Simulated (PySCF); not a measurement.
H2Zn (SMILES [ZnH2]), singlet, at a GFN2-xTB geometry (such geometries of metal compounds can be far from the true shape); HF/3-21G (PySCF).

Here is a job for PySCF.
```python
from pyscf import gto, scf

mol = gto.M(
    atom='''
Zn    0.000000    0.000000    0.000000
H    -0.000000   -0.000000   -1.499257
H     0.000000    0.000000    1.499257
''',
    basis='3-21g',
    charge=0,
    spin=0,
    verbose=4,
)

mf = scf.RHF(mol)
mf.kernel()
mf.analyze()
```

The log (banner, timings and long lists left out):

```
PySCF version 2.14.0

[INPUT] verbose = 4
[INPUT] num. atoms = 3
[INPUT] num. electrons = 32
[INPUT] charge = 0
[INPUT] spin (= nelec alpha-beta = 2S) = 0
[INPUT] symmetry False subgroup None
[INPUT] Mole.unit = angstrom
[INPUT] Symbol           X                Y                Z      unit          X                Y                Z       unit  Magmom
[...]
nuclear repulsion = 21.354058217277
number of shells = 15
number of NR pGTOs = 60
number of NR cGTOs = 31
basis = 3-21g
ecp = {}

******** <class 'pyscf.scf.hf.RHF'> ********
method = RHF
initial guess = minao
damping factor = 0
level_shift factor = 0
DIIS = <class 'pyscf.scf.diis.CDIIS'>
diis_start_cycle = 1
diis_space = 8
diis_damp = 0
SCF conv_tol = 1e-09
SCF conv_tol_grad = None
SCF max_cycles = 50
direct_scf = True
direct_scf_tol = 1e-13
Set gradient conv threshold to 3.16228e-05
Initial guess from minao.
init E= -1768.47290769679
[...]
cycle= 1 E= -1770.05694484843  delta_E= -1.58  |g|= 0.302  |ddm|= 1.22
[...]
cycle= 2 E= -1770.07265951894  delta_E= -0.0157  |g|= 0.189  |ddm|= 0.346
[...]
cycle= 3 E= -1770.07559354537  delta_E= -0.00293  |g|= 0.0211  |ddm|= 0.0777
[...]
cycle= 4 E= -1770.07591232552  delta_E= -0.000319  |g|= 0.00156  |ddm|= 0.0702
[...]
cycle= 5 E= -1770.07591426805  delta_E= -1.94e-06  |g|= 0.000407  |ddm|= 0.00627
[...]
cycle= 6 E= -1770.07591438879  delta_E= -1.21e-07  |g|= 9.31e-05  |ddm|= 0.00174
[...]
cycle= 7 E= -1770.07591439166  delta_E= -2.87e-09  |g|= 1.18e-05  |ddm|= 0.000168
[...]
cycle= 8 E= -1770.07591439172  delta_E= -6.73e-11  |g|= 6.88e-07  |ddm|= 2.91e-05
[...]
Extra cycle  E= -1770.07591439172  delta_E= -1.59e-12  |g|= 1.76e-07  |ddm|= 1.26e-06
converged SCF energy = -1770.07591439172
**** SCF Summaries ****
Total Energy =                       -1770.075914391724154
Nuclear Repulsion Energy =              21.354058217276958
One-electron Energy =                -2518.324738441176578
Two-electron Energy =                  726.894765832175267
Two-electron Coulomb Energy =          797.293038150674761
DFT Exchange-Correlation Energy =      -70.398272318499494
HOMO-LUMO gap [eV] =                    12.139405705258376
**** MO energy ****
[...]
 ** Mulliken pop on meta-lowdin orthogonal AOs  **
 ** Mulliken pop  **
[...]
 ** Mulliken atomic charges  **
charge of    0Zn =      1.01530
charge of    1H =     -0.50765
charge of    2H =     -0.50765
Dipole moment(X, Y, Z, Debye): -0.00000,  0.00000,  0.00000
```
